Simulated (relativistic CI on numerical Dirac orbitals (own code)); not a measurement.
# Ti4+ in a cubic cluster: L2,3 absorption with charge transfer

Computed with a charge-transfer multiplet model of a cubic metal-ligand cluster with up to 2 ligand holes, Slater and spin-orbit integrals from Dirac-Coulomb-Breit ions, Slater integrals scaled by 0.8. The ground state mixes d0 with configurations of k ligand holes L, whose averages lie at kΔ + k(k − 1)U_dd/2; a core hole lowers each added d electron by U_cd. 300 K, Lorentzian 0.4 eV and Gaussian 0.3 eV FWHM.

Atomic integrals in eV (Slater integrals scaled, ζ unscaled), ground: F2dd 6.578, F4dd 4.090, zeta_d 0.013; with the core hole: F2dd 6.578, F4dd 4.090, zeta_d 0.032, zeta_core 3.741, F2cd 5.066, G1cd 3.785, G3cd 2.149. Where a configuration has fewer than two d electrons, the dd integrals are those of d2.

Cluster parameters (eV): Δ = 4.3, U_dd = 5.4, U_cd = 6.7, 10Dq(ligand) = 0.4, V(eg) = 1.7, V(t2g) = -0.9, final-state hopping factor = 1.

Weights, n_d and S are thermal averages at 300 K. Photon energies count from the first peak over 30 % of the highest in each spectrum, which can be another peak from case to case. The parameters are a model scan and need not match a compound or its usual spin state. Peaks in eV (height, largest 100): -1.0 (5), 0.0 (40), 2.7 (70), 5.5 (65), 8.2 (100), 10.5 (5).

Q: Which parameters give this spectrum?
A. 10Dq = 0.8 eV
B. 10Dq = 2.3 eV
C. 10Dq = 1.4 eV

A: B. 10Dq = 2.3 eV; the ground state then has 0.38 d electrons and S = 0.00. The choice follows from running the model for each set and comparing peak positions and heights.
